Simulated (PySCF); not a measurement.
Al(Me)(F) (CH3AlF), SMILES [Al+]([F])[CH3], charge +1.

Geometry optimised at ωB97X-D3(BJ)/def2-TZVP. The spin state was assumed, not searched. The isomer is the one that the SMILES or the coordinates give; other isomers of the formula were not compared.

Two levels are set side by side: TDDFT-PBE/def2-SVPD (PySCF) and TDDFT-CAM-B3LYP/def2-SVPD (PySCF). Vertical, same geometry. The lowest singlet is HOMO→LUMO 89 % with PBE and HOMO→LUMO 93 % with the other functional; states are paired by order. Differences are taken from unrounded values.

```tsv
quantity	TDDFT-PBE
lowest singlet excitation (eV)	7.15
lowest triplet excitation (TDA) (eV)	5.37
first bright state (f over 0.05) (eV)	7.15
its oscillator strength	0.26
```

Problem. These are the TDDFT-PBE values. What does TDDFT-CAM-B3LYP give? (The exact figures need the calculation; the answer reports its results.)

Solution. 
```json
[
 {"quantity": "lowest singlet excitation (eV)", "TDDFT-CAM-B3LYP": "7.53", "TDDFT-PBE minus TDDFT-CAM-B3LYP": "-0.38"},
 {"quantity": "lowest triplet excitation (TDA) (eV)", "TDDFT-CAM-B3LYP": "5.62", "TDDFT-PBE minus TDDFT-CAM-B3LYP": "-0.25"},
 {"quantity": "first bright state (f over 0.05) (eV)", "TDDFT-CAM-B3LYP": "7.53", "TDDFT-PBE minus TDDFT-CAM-B3LYP": "-0.38"},
 {"quantity": "its oscillator strength", "TDDFT-CAM-B3LYP": "0.33", "TDDFT-PBE minus TDDFT-CAM-B3LYP": "-0.07"}
]
```

Functionals without exact exchange tend to place singlet excitations lower, as here. Differences between two approximate levels are no errors against the true value.

Rough cost on one machine, each run with all the roots and properties that it gave: TDDFT-CAM-B3LYP against TDDFT-PBE about 4 times.
